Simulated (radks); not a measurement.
Fractional charge and spin in the 3p shell of nickel: the spin-up occupation runs from 2 to 3 and the spin-down occupation from 2 to 3; the fullest corner is Ni+, [Ne] 3s2 3d(up 4.5, down 4.5) 3p(up 3, down 3). All-electron calculation, non-relativistic Kohn-Sham, SCAN, spin-polarised, spherical densities, point nucleus; meta-GGA in the generalised Kohn-Sham scheme. Program: a radial shooting solver on a logarithmic mesh with Libxc functionals. Energy (eV) above the fullest corner. The planes named below are the two flat planes that join the four corners, with an edge along up + down = one added electron.

\begin{tabular}{lrrrrr}
down \ up & 2 & 2.25 & 2.5 & 2.75 & 3 \\ \hline
2 & 188.233 & 160.335 & 133.685 & 108.251 & 84.002 \\
2.25 & 160.335 & 133.830 & 108.534 & 84.416 & 61.435 \\
2.5 & 133.685 & 108.534 & 84.553 & 61.706 & 39.947 \\
2.75 & 108.251 & 84.416 & 61.706 & 40.080 & 19.488 \\
3 & 84.002 & 61.435 & 39.947 & 19.488 & 0.000 \\
\end{tabular}

Corners above the fullest one (they belong to Ni2+ and the next ion): (up 3, down 2) 84.002 eV, (up 2, down 3) 84.002 eV, (up 2, down 2) 188.23 eV. With half an added electron in each spin the energy lies 0.551 eV from the planes, and with half an added electron in spin up alone -2.433 eV. The planes are only a guide here: the flat-plane condition holds for ground states with one frontier orbital, while this shell lies below other occupied shells, so the corners above the fullest one are inner-hole states and not the ground states of those ions.
